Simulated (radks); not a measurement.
Species: the germanium ion Ge20+. Configuration: [Ne] 3s2. All-electron calculation, scalar-relativistic Kohn-Sham, PBE, spin-polarised, spherical densities, finite nucleus; Fermi nuclear charge, rms radius 4.0742 fm. Program: a radial shooting solver on a logarithmic mesh with Libxc functionals.

Unscreened Slater integrals over Kohn-Sham orbitals (eV). They are taken over the spin-up orbitals. Empty in this configuration: 3p.

\begin{tabular}{lr}
integral & value \\ \hline
F0(3s,3s) & 47.120 \\
F0(3s,2p) & 61.773 \\
G1(3s,2p) & 6.2832 \\
F0(3s,2s) & 60.485 \\
G0(3s,2s) & 4.9836 \\
F0(3s,1s) & 70.196 \\
G0(3s,1s) & 3.3310 \\
F0(3s,3p) & 47.655 \\
G1(3s,3p) & 31.088 \\
F0(2p,2p) & 137.46 \\
F2(2p,2p) & 65.192 \\
F0(2p,2s) & 126.11 \\
G1(2p,2s) & 72.155 \\
F0(2p,1s) & 187.58 \\
G1(2p,1s) & 33.324 \\
F0(2p,3p) & 64.057 \\
F2(2p,3p) & 15.888 \\
G0(2p,3p) & 6.3866 \\
G2(2p,3p) & 6.9556 \\
F0(2s,2s) & 118.88 \\
F0(2s,1s) & 166.98 \\
G0(2s,1s) & 15.795 \\
F0(2s,3p) & 62.213 \\
G1(2s,3p) & 5.0294 \\
F0(1s,1s) & 545.07 \\
F0(1s,3p) & 73.535 \\
G1(1s,3p) & 7.0865 \\
F0(3p,3p) & 48.327 \\
F2(3p,3p) & 24.427 \\
\end{tabular}
